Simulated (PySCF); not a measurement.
## How the method changes the constants of CaN⁺

State: ³Σ⁻ (triplet), unpaired electrons π ↑↑. Set-up: Ca pcseg-1, N pcseg-1; no relativity (PySCF 2.14). De refers to Ca⁺ + N in their high-spin ground configurations, without counterpoise correction. The functionals are run spin-unrestricted. A positive dipole points towards N; it is taken about the centre of mass and depends on that origin. Levels whose curve was spin-contaminated or gave no clean fit are not listed.

```tsv
Level	Re (Å)	ωe (cm⁻¹)	De (eV)	μ (D)
PBE	2.165	514	2.02	-7.06
PBEsol	2.150	526	2.09	-7.04
BLYP	2.184	499	1.94	-6.93
r²SCAN	2.162	530	1.70	-7.68
PBE0	2.159	527	1.54	-7.86
r²SCAN0	2.160	535	1.30	-8.24
CAM-B3LYP	2.157	533	1.48	-8.07
```

Question: What does a quarter of exact exchange do here, going from PBE to PBE0?

Answer: PBE0 less PBE: -0.6 pm in Re, +2.5 % in ωe, -0.48 eV in De. Exact exchange removes part of the self-interaction that spreads semilocal densities, and in most molecules shortens and stiffens the bond and lowers De; so it does here.

Question: What does the step from GGA to meta-GGA do here, going from PBE to r²SCAN?

Answer: r²SCAN less PBE: -0.3 pm in Re, +3.1 % in ωe, -0.32 eV in De. 

Question: What does a quarter of exact exchange do here, going from r²SCAN to r²SCAN0?

Answer: r²SCAN0 less r²SCAN: -0.2 pm in Re, +0.9 % in ωe, -0.40 eV in De. Exact exchange removes part of the self-interaction that spreads semilocal densities, and in most molecules shortens and stiffens the bond and lowers De; so it does here.

For an ion De counts to the pair picked by the measured ionisation energies or electron affinities, which need not be the lowest pair at this level. The state was picked by a PBE0 search and need not be the measured ground state.
